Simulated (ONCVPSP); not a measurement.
## Building the ONCV potential for zirconium (Zr) (LDA (Perdew-Wang 92), scalar-relativistic).

zirconium, optimised norm-conserving Vanderbilt (ONCV), made with ONCVPSP 4.0.1 (LDA (Perdew-Wang 92), scalar-relativistic). Core [Ar] 3d10, reference 4s2 4p6 4d2 5s1.5 5p0.5. Waves: 4s+5s: rc 2.05 bohr, ncon 4, nbas 7, qcut 4.9 1/bohr, 2 projectors; 4p+5p: rc 2.10 bohr, ncon 5, nbas 9, qcut 7.4 1/bohr, 2 projectors; 4d: rc 2.40 bohr, ncon 3, nbas 7, qcut 5.9 1/bohr, 2 projectors, debl 1.2 Ha. Local part: polynomial inside 1.45 bohr (lpopt 4, dvloc0 0 Ha). Core correction: none.

All-electron outer shells of the reference configuration (LDA (PZ), scalar-relativistic, ld1.x):

```csv
shell,level (eV),outermost node (bohr),outermost maximum (bohr)
3p,-317.88,0.18,0.40
3d,-175.58,–,0.35
4s,-55.15,0.55,1.08
4p,-33.13,0.56,1.17
5s,-4.98,1.46,3.08
4d,-4.28,0.58,1.61
5p,-1.87,1.69,4.10
```

(1) Estimate the cutoffs (Ha) at which the residual kinetic energy of the hardest occupied pseudo-wave falls to 1 and 0.1 mHa per electron.

(2) Does the potential have ghost states?

(3) Tests: 4s2 4p6 4d2 5s2 5p0; 4s2 4p6 4d2 5s1 5p0; 4s2 4p6 4d2 5s0 5p0; 4s2 4p6 4d3 5s0 5p0. Which has the largest error in its energy relative to the reference configuration, and how large is it?

## Answers

(1) 12 Ha and 19 Ha.

(2) No bound ghost flagged; no localised positive-energy state flagged.

(3) 4s2 4p6 4d2 5s0 5p0, with -5.5 meV (all-electron minus pseudo) on +19.04 eV.
